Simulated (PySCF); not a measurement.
Ligands exchanged one at a time, B Br-OH. Gas-phase values, no solvent. One relaxed conformer stands for each flexible species; it need not be the lowest. Strings in code marks are SMILES.

The four lowest singlet excitations (Tamm–Dancoff). Calculation: PBE0-D3(BJ)/def2-TZVP run with PySCF 2.14.0. Excitations are Tamm–Dancoff values on a coarser integration grid. The basis has no diffuse functions, so Rydberg states are missing or too high.

```csv
state,energy (eV),wavelength (nm),oscillator strength
S1,4.70,264,0.000
S2,5.47,226,0.000
S3,5.47,226,0.000
S4,6.03,206,0.159
```

Say which member gives these states.
(A) `BrB(Br)Br`
(B) `OB(O)O`
(C) `OB(Br)Br` (H–O–B–Br torsion 0°)
(D) `OB(O)Br` (H–O–B–Br torsion -180°, Br–B–O–H torsion 180°)

A, `BrB(Br)Br`
